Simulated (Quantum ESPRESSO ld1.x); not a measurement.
The nuclear charge of the strontium ion Sr+ is varied continuously with 37 electrons held in [Kr] 5s1. All-electron calculation, non-relativistic Kohn-Sham, LDA (Slater exchange, VWN5 correlation), spin-polarised, spherical densities, point nucleus; open shells are filled with parallel spins first; relativity is left out, which matters for an element this heavy. Program: ld1.x of Quantum ESPRESSO 7.5. By the Hellmann-Feynman theorem dE/dZ = E(electron-nucleus)/Z, the electronic potential at the nucleus.

Z      E (hartree)  E(electron-nucleus)/Z (hartree)  HOMO  e(HOMO) (eV)  <r> HOMO (bohr)
37      -2936.3422                         -189.562    5s        -2.507            5.125
37.25   -2983.9415                         -191.233    5s        -3.863            4.691
37.5    -3031.9582                         -192.900    5s        -5.362            4.362
37.75   -3080.3915                         -194.566    5s        -6.990            4.100
38      -3129.2408                         -196.229    5s        -8.736            3.882
38.25   -3178.5056                         -197.890    5s       -10.594            3.697
38.5    -3228.1856                         -199.549    5s       -12.557            3.537

The central difference of E at Z = 38 is -196.228 hartree, to compare with the third column; the second derivative is -6.65 hartree.
